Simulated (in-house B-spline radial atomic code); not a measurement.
# RPA correlation on PBEsol: neutral chromium

Configuration [Ar] 3d5 4s1, highest spin, mean-field start PBEsol. Computed with an all-electron radial atomic-structure program (B-spline basis): all electrons, scalar-relativistic (spin-free one-electron X2C), finite nucleus, each spin shell either full or empty, empty states to l = 9 with an (l + 1/2)⁻⁴ tail; G0W0 by contour deformation at full frequency.

RPA overbinds a lone outer s electron by self-correlation, and G0W0 tends to as well.

The highest G0W0 level has too low a weight to be given.

Command:
```bash
python run_gw.py task.json out
```
Settings (radii: box in bohr, nucleus in fm):
```
Z                        24
electrons                24
configuration            [Ar] 3d5 4s1
hamiltonian              x2c
method                   pbesol
lmax                     9
rms_radius               3.6452
spin_polarised           True
box_radius               40
intervals                73
ion_configuration        [Ar] 3d5
```

Run time, properties included: 9.6 s on 1 thread of Arm Neoverse N1, on a shared host.

Energies (hartree):

```csv
term,value
mean-field total,-1049.50501
Hartree-Fock functional on these orbitals,-1049.64224
direct second order,-2.0191
second-order exchange,0.68867
SOSEX correction,0.5907
```

What is the RPA correlation energy, and what remains with SOSEX?

RPA gives -1.6364 hartree (-1.86 eV per electron); RPA + SOSEX gives -1.0457, and the second-order doubles -1.3304 hartree (no singles). RPA lacks exchange-type terms and so overcorrelates at short range.

What does it cost to remove one electron (to [Ar] 3d5) by differences of total energies, each species on its own start (correlation terms add to the Hartree-Fock functional)?

PBEsol 7.389 eV, Hartree-Fock functional 5.784 eV, + RPA 7.394 eV, + RPA + SOSEX 6.502 eV, + second order 7.676 eV. Tabulated: 6.767 eV (NIST, measured); the calculation leaves out spin-orbit coupling, Breit and QED terms, and what these don't explain is the method's own error.
